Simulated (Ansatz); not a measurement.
Cost and result for the atomization energy of C₂H₅AlSi (`C#C[SiH2][AlH2]`) (9 atoms, 8 bonds).

Cartesian coordinates in Å:
```
C -0.217 2.038 1.334
C 0.326 1.066 0.865
Si 1.004 -0.441 0.075
Al -0.928 -1.238 -1.215
H -0.678 2.901 1.759
H 1.468 -1.360 1.151
H 2.187 -0.047 -0.737
H -1.171 -0.712 -2.693
H -1.990 -2.207 -0.540
```

The species carries charge 0 and has multiplicity 1. The geometry is a stationary point of PBE0-D4/def2-TZVP. Program: Ansatz. All runs use 2 threads of an Arm Neoverse N1 on a shared host. Times are those of one run each, without the atoms' runs, and a repeat can differ threefold. Electronic energies, without spin–orbit coupling; frozen cores. CCSD(T)/CBS adds CCSD(T) − MP2 in def2-TZVPP to the MP2 limit, and its time is that of the two runs behind it. T1 = 0.013. B3LYP takes the VWN-RPA correlation (the form of Gaussian; ORCA's B3LYP/G).

CCSD(T)/CBS is a level of theory with its own doubt, some kJ/mol a heavy atom from the limit and from the frozen cores, so smaller differences don't rank the functionals.

| level | functions | wall time | atomization (kcal/mol) | difference from CCSD(T)/CBS | per bond |
| --- | --- | --- | --- | --- | --- |
| LDA (SPW92)/def2-TZVPP | 216 | 2.7 s | 809.3 | 84.9 | 10.6 |
| CCSD(T)/def2-SVP | 89 | 4.3 s | 684.6 | -39.8 | -5.0 |
| BLYP-D4/def2-TZVPP | 216 | 4.8 s | 719.9 | -4.5 | -0.6 |
| PBE-D4/def2-TZVPP (with forces) | 216 | 5.5 s | 729.9 | 5.5 | 0.7 |
| PBE0-D4/def2-TZVPP | 216 | 6.5 s | 720.5 | -3.9 | -0.5 |
| CAM-B3LYP-D4/def2-TZVPP | 216 | 7.5 s | 724.0 | -0.4 | 0.0 |
| B3LYP-D4/def2-TZVPP (with forces) | 216 | 10 s | 723.0 | -1.4 | -0.2 |
| r2SCANh-D4/def2-TZVPP | 216 | 10 s | 720.5 | -3.9 | -0.5 |
| PBE-QIDH/def2-TZVPP | 216 | 12 s | 717.8 | -6.6 | -0.8 |
| ωB97M-V/def2-TZVPP (with forces) | 216 | 24 s | 723.6 | -0.8 | -0.1 |
| MP2/def2-QZVPP | 404 | 40 s | 724.7 | 0.3 | 0.0 |
| CCSD(T)/def2-TZVPP | 216 | 110 s | 705.5 | -18.9 | -2.4 |
| CCSD(T)/CBS(def2) | – | 2.4 min | 724.4 | 0.0 | 0.0 |

In def2-TZVPP, CCSD(T) changes the Hartree–Fock value by +166.0 kcal/mol (the triples alone add +10.9 kcal/mol) and MP2 by +174.0 kcal/mol; breaking electron pairs costs correlation energy, which Hartree–Fock lacks. From BLYP to BHLYP (50 % exact exchange), in def2-TZVPP and without D4, the atomization energy moves by −9.8 kcal/mol: exact exchange takes away binding that semilocal exchange gives to molecules. The D4 term adds +6.8 kcal/mol with B3LYP and +3.6 kcal/mol with PBE0; it sums over pairs of atoms, weighted by their polarisabilities, and B3LYP, whose exchange is more repulsive, gets the larger term.
